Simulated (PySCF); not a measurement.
Worked example: entropy of an ideal gas

C2H6Se, SMILES C[Se]C.

The structure is a stationary point at PBE-D3(BJ)/def2-SVP.

PySCF 2.14.0 with PBE-D3(BJ)/def2-SVP gives the harmonic wavenumbers 150, 155, 210, 586, 598, 823, 858, 890, 939, 1233, 1257, 1381, 1389, 1395, 1402, 2975, 2979, 3081, 3088, 3099, 3100 cm⁻¹ and the rotational temperatures 0.5366, 0.3248, 0.2142 K. The molar mass is 109.04 g/mol, the symmetry number 2, the spin multiplicity 1.

Question: Work out the entropy at 298.15 K and 1 atm in the rigid-rotor, harmonic-oscillator model.

Answer: 
Translation (Sackur–Tetrode at 1 atm): S = R[1.5 ln M + 2.5 ln T − 1.16487] = 167.3 J/(mol K).
Rotation: q = (√π/σ) T^1.5/√(θA θB θC) = 23600, S = R[ln q + 3/2] = 96.2 J/(mol K).
Vibration: with u = 1.4388 ν/T, each mode gives R[u/(e^u − 1) − ln(1 − e^−u)]:
| ν (cm⁻¹) | modes | u | S (J/(mol K)) |
|---|---|---|---|
| 150 | 1 | 0.72 | 11.18 |
| 155 | 1 | 0.75 | 10.92 |
| 210 | 1 | 1.01 | 8.55 |
| 586 | 1 | 2.83 | 1.98 |
| 598 | 1 | 2.89 | 1.90 |
| 823 | 1 | 3.97 | 0.79 |
| 858 | 1 | 4.14 | 0.69 |
| 890 | 1 | 4.29 | 0.61 |
| 939 | 1 | 4.53 | 0.50 |
| 1233 | 1 | 5.95 | 0.15 |
| 1257 | 1 | 6.07 | 0.14 |
| 1381 | 1 | 6.66 | 0.08 |
| 1389 | 1 | 6.70 | 0.08 |
| 1395 | 1 | 6.73 | 0.08 |
| 1402 | 1 | 6.77 | 0.07 |
The stiffer modes add less than 0.005 each. Sum 37.7 J/(mol K).
Spin: R ln 1 = 0.0 J/(mol K).
Total 301.2 J/(mol K); the program's own thermochemistry gives 301.2. Translation makes up 56 % and vibration 13 %. Anharmonicity, hindered rotation and orbital degeneracy are left out.
